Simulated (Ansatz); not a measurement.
Consider the cleavage of the B–Al bond: `C[O][AlH][BH]S` + `[OH][AlH][Cl]` → `SB[O][AlH][Cl]` + `C[O][AlH2]`.

Gas-phase electronic energies from Ansatz, PBE0-D4/def2-TZVP geometries. CBS: MP2 limit from def2 TZ/QZ plus the TZ coupled-cluster correction, frozen cores. This one scheme is used for every species. DFT in def2-TZVPP. B3LYP here is the variant with VWN-RPA as its local correlation; programs differ in this. Each species was taken in one conformer, which may not be the lowest.

```tsv
level	ΔE (kJ/mol)	difference from CCSD(T)/CBS
PBE-D4	-127.5	11.6
r2SCAN-D4	-141.4	-2.3
PBE0-D4	-134.3	4.8
B3LYP-D4	-146.7	-7.6
ωB97X-V	-143.1	-4.0
ωB97M-V	-145.1	-6.0
B2PLYP	-148.3	-9.2
PBE	-128.8	10.3
r2SCAN	-141.8	-2.7
PBE0	-135.5	3.6
B3LYP	-148.6	-9.5
HF/def2-TZVPP	-170.2	-31.1
MP2/def2-TZVPP	-145.8	-6.7
SCS-MP2/def2-TZVPP	-148.9	-9.8
CCSD/def2-TZVPP	-144.5	-5.4
CCSD(T)/def2-TZVPP	-140.7	-1.6
HF/def2-QZVPP	-171.6	-32.5
MP2/def2-QZVPP	-145.4	-6.3
SCS-MP2/def2-QZVPP	-148.5	-9.4
HF/CBS(def2)	-171.8	-32.7
MP2/CBS(def2)	-144.2	-5.1
CCSD/CBS(def2)	-142.9	-3.8
CCSD(T)/CBS	-139.1	0
```

Largest T1 diagnostic among the species: 0.015.

In def2-TZVPP, CCSD(T) changes the Hartree–Fock value by +29.5 kJ/mol (the triples alone add +3.8 kJ/mol) and MP2 by +24.4 kJ/mol. From PBE to PBE0 (25 % exact exchange), in def2-TZVPP and without D4, ΔE moves by −6.8 kJ/mol.
